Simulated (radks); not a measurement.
Values are calculated unless marked as measured or tabulated.
These are the eigenvalues of the occupied orbitals of an atom or ion with whole-number occupations (eV). Level of theory: Dirac Kohn-Sham, PBE, spin-unpolarised, spherical densities, point nucleus (a radial shooting solver on a logarithmic mesh with Libxc functionals).

1s1/2: -35813.00
2s1/2: -5649.793
2p1/2: -5317.372
2p3/2: -4965.075
3s1/2: -1206.564
3p1/2: -1067.756
3p3/2: -1000.231
3d3/2: -756.4515
3d5/2: -742.1152
4s1/2: -259.9927
4p1/2: -210.1508
4p3/2: -196.3463
4d3/2: -115.2331
4d5/2: -112.9288
5s1/2: -62.7812
5p1/2: -49.2656
5p3/2: -47.1168
7f5/2: -5.4768

Which element is it, and in what charge state? The configuration may be excited. Open shells, if any, fill j = l - 1/2 first.

Answer. Z = 55, caesium, charge +3: Cs3+ in [Kr] 4d10 5s2 5p3 7f1. The list shows which subshells hold electrons but not how many an open one holds; the 1s level, -1316.1 hartree, gives Z - s = 51.3 by -(Z - s)^2/2, which with screening and relativity narrows Z to a few neighbours, and the depths of the outer levels then fix element, charge and occupations together.
